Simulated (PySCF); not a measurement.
Delta-SCF ions had no search for a lower state. Excitations are Tamm–Dancoff values on a coarser integration grid. The basis has no diffuse functions, so Rydberg states are missing or too high.

# H$_{6}$Al$_{2}$S$_{2}$, SMILES `[SH+]1[AlH2-][SH+][AlH2-]1` (charge 0, multiplicity 1)

Level of theory: CAM-B3LYP-D3(BJ)/def2-TZVP // CAM-B3LYP-D3(BJ)/def2-SVP run with PySCF 2.14.0.

```yaml
HOMO: -9.57 eV
dipole_moment: 0.01 D
LUMO: 0.34 eV
HOMO–LUMO gap: 9.91 eV
S1 excitation (TDA): 6.77 eV
S1 oscillator strength: 0.004
T1 excitation (TDA): 6.29 eV
S1–T1 gap (TDA): 0.48 eV
vertical ionisation energy (Delta-SCF): 10.34 eV
total_energy: -1285.0330 Ha
cost: roughly 9 core-minutes
```

Bond lengths (Å): Al1–S2 2.385, Al1–S4 2.385, Al1–H5 1.576, Al1–H6 1.576, S2–Al3 2.386, S2–H7 1.350, Al3–S4 2.385, Al3–H8 1.576, Al3–H9 1.576, S4–H10 1.350. Bond angles (°): S2–Al1–S4 94.1, S2–Al1–H5 107.3, S2–Al1–H6 108.2, S4–Al1–H5 108.1, S4–Al1–H6 107.3, H5–Al1–H6 126.9, Al1–S2–Al3 85.9, Al1–S2–H7 96.6, Al3–S2–H7 96.6, S2–Al3–S4 94.1, S2–Al3–H8 108.2, S2–Al3–H9 107.3, S4–Al3–H8 107.3, S4–Al3–H9 108.1, H8–Al3–H9 126.9, Al1–S4–Al3 85.9, Al1–S4–H10 96.7, Al3–S4–H10 96.7.
Charge 0, spin multiplicity 1.
